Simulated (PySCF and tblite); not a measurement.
The numbers below are computed, except where a source is named.
System: C4H3N3, numbered as in [N:1]#[C:2][c:3]1[cH:4][n:5][nH:6][cH:7]1.

Motion: shift of H on N6 from N6 to N5. GFN2-xTB gives an electronic barrier of 47.1 kcal/mol.

Tunnelling of the moving H, left out here, will speed the real process. In real samples such hydrogens mostly exchange between molecules or through solvent, far faster than by this path.

Q: What does PBE0/pcSseg-1 + D3(BJ) give on B3LYP-D3(BJ)/def2-SVP geometries?

A: A barrier of 53.5 kcal/mol, 6.5 above the tight-binding barrier (from unrounded values) and, with GFN2-xTB thermal terms, ΔG‡(298 K) = 49.2 kcal/mol and k = 9.9×10⁻²⁴ s⁻¹ (2 equivalent paths).

Q: And the level of the geometries itself, B3LYP-D3(BJ)/def2-SVP?

A: 54.4 kcal/mol.

Programs: tblite and PySCF.
